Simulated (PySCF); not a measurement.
Computed properties of C3H7FSi2, SMILES C#C[SiH2][C@H](F)[SiH3]

C3H7FSi2, SMILES F[C@@H]([SiH2]C#C)[SiH3]. Coordinates come from a B3LYP-D3(BJ)/def2-SVP optimisation. The structure was generated by enumeration; whether it is a known compound was not checked. One conformer was computed; it need not be the lowest. All values are computed for the isolated molecule unless a solvent is named; none is compared with measurement here.

**Structure.** All 33 harmonic modes at B3LYP-D3(BJ)/def2-SVP (PySCF) are real, so it is a minimum. With heavy atoms numbered as in [CH:1]#[C:2][SiH2:3][C@H:4]([F:5])[SiH3:6], the shortest bond between them is C1–C2 at 1.217 Å and the longest C4–Si6 at 1.907 Å.

**Vibrations.** The strongest infrared lines (harmonic, unscaled, degenerate partners summed) lie at 924 cm⁻¹ (229 km/mol, H 87 %, Si 10 %), 823 cm⁻¹ (177 km/mol, H 43 %, C 32 %, Si 23 %), 849 cm⁻¹ (151 km/mol, H 74 %, C 20 %). The softest mode is at 44 cm⁻¹ and the zero-point energy is 50.7 kcal/mol.

**Electronic structure.** r2SCAN/def2-TZVP (PySCF) places the frontier levels at -7.11 and -1.23 eV, a gap of 5.88 eV, and gives a dipole moment of 1.97 D and a mean polarisability of 86.9 bohr³. PBE/def2-TZVP (PySCF) at the same geometry gives -6.84 and -1.44 eV, so its gap is 0.48 eV narrower. An orbital gap is neither the optical nor the fundamental gap.

**Excitations.** TDA-ωB97X/def2-SVPD (PySCF) has S1 at 6.03 eV (205 nm, f = 0.000, dark); the most intense of the 10 singlets computed lies at 7.91 eV (f = 0.14). T1 (TDA) is at 4.98 eV, 1.05 eV under S1. TDA-PBE/def2-SVPD (PySCF) puts S1 at 5.70 eV. No vertical singlet excitation falls in the visible range (under 3.1 eV).

**NMR.** GIAO shifts at PBE0/pcSseg-1 (PySCF) (non-relativistic, atoms alike by connectivity averaged): ¹³C from 79.8 to 110.0 ppm against TMS; ¹H from 2.7 to 5.3 ppm against TMS; ²⁹Si from -67.0 to -66.3 ppm against TMS; ¹⁹F at -303.7 ppm against CFCl3.

**Solvation.** SMD-M06-2X/6-31G* (PySCF) gives 2.0 kcal/mol in water, -1.7 kcal/mol in cyclohexanone, -2.7 kcal/mol in acetonitrile (1 M in both phases, gas-phase geometry); of these solvents acetonitrile holds the molecule best.
